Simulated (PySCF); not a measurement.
Job file and geometry (Å, from GFN2-xTB) of an NMR shielding run on `OB(OCC=C)Cl`, C₃H₆BClO₂, PySCF 2.14.0, density-fitted response routines, GIAO PBE0/pcSseg-1 NMR shielding, non-relativistic, gas phase; density fitting, a coarse starting grid and PySCF grid level 2 are the driver's defaults:

```
$ OMP_NUM_THREADS=1 python probes_run.py task.json out

{"job": {"kind": "nmr", "xc": "PBE0", "basis": "pcSseg-1"}, "charge": 0, "multiplicity": 1}
C      1.321236     0.179399    -1.997956
C      1.265410     0.322773    -0.687942
C      0.628115    -0.673366     0.234646
O     -0.407253    -0.061235     1.001139
B     -1.676568     0.097174     0.595855
O     -2.571322     0.720773     1.380143
Cl    -2.261249    -0.502786    -0.935801
H      1.783496     0.917592    -2.630628
H      0.908764    -0.685698    -2.489939
H      1.664794     1.201918    -0.200743
H      0.222131    -1.514775    -0.335228
H      1.357179    -1.037979     0.966461
H     -2.239120     1.036698     2.221018
```

**Question.** What does the program print?

**Answer.** 
```
coarse grid: 11864 points
cycle   1  E = -752.8281640059  dE =  9.993e-01  |g| = 8.134e-01  |ddm| = 3.142e+00
cycle   2  E = -752.7325750138  dE =  9.559e-02  |g| = 1.111e+00  |ddm| = 1.094e+00
cycle   3  E = -752.9474098268  dE = -2.148e-01  |g| = 8.896e-02  |ddm| = 6.585e-01
cycle   4  E = -752.9490251289  dE = -1.615e-03  |g| = 2.865e-02  |ddm| = 9.402e-02
cycle   5  E = -752.9491989270  dE = -1.738e-04  |g| = 7.678e-03  |ddm| = 2.703e-02
cycle   6  E = -752.9492087460  dE = -9.819e-06  |g| = 3.664e-03  |ddm| = 7.181e-03
cycle   7  E = -752.9492110208  dE = -2.275e-06  |g| = 8.605e-04  |ddm| = 2.614e-03
final grid: 111232 points
cycle   8  E = -753.0085970094  dE = -3.698e-05  |g| = 1.039e-02  |ddm| = 2.193e-02
cycle   9  E = -753.0085801880  dE =  1.682e-05  |g| = 1.426e-02  |ddm| = 1.401e-02
cycle  10  E = -753.0086171915  dE = -3.700e-05  |g| = 1.202e-03  |ddm| = 8.296e-03
cycle  11  E = -753.0086174750  dE = -2.835e-07  |g| = 2.961e-04  |ddm| = 1.012e-03
cycle  12  E = -753.0086174899  dE = -1.494e-08  |g| = 1.111e-04  |ddm| = 2.252e-04
cycle  13  E = -753.0086174919  dE = -2.005e-09  |g| = 2.785e-05  |ddm| = 7.186e-05
cycle  14  E = -753.0086174921  dE = -1.412e-10  |g| = 5.902e-06  |ddm| = 2.253e-05
converged SCF energy = -753.0086174921

GIAO shielding tensors (ppm)
atom      isotropic    diamagn.    paramagn.     s11        s22        s33       span
  0 C       58.717     254.240    -195.523    -54.062     68.000    162.212    216.274
  1 C       44.127     257.547    -213.421    -75.704     51.510    156.574    232.278
  2 C      113.625     244.686    -131.061     90.205    103.393    147.276     57.071
  3 O      200.021     396.951    -196.930     79.956    222.133    297.974    218.017
  4 B       77.186     196.395    -119.210     69.226     79.942     82.389     13.164
  5 O      218.437     383.817    -165.380    127.721    260.926    266.665    138.945
  6 Cl     901.846    1149.810    -247.964    752.828    959.556    993.155    240.328
  7 H       26.102      29.043      -2.941     23.264     25.638     29.404      6.140
  8 H       26.018      31.386      -5.368     22.041     26.159     29.855      7.815
  9 H       25.518      31.827      -6.309     22.855     25.891     27.809      4.953
 10 H       27.081      31.716      -4.634     24.398     26.207     30.639      6.241
 11 H       27.008      29.221      -2.213     22.782     26.313     31.929      9.147
 12 H       27.515      31.463      -3.948     20.989     23.094     38.462     17.472
```

Size and cost of the density-fitted run: 156 basis functions, 51 s wall time on 1 thread of an Intel Xeon, shared host; peak memory 0.73 GiB.
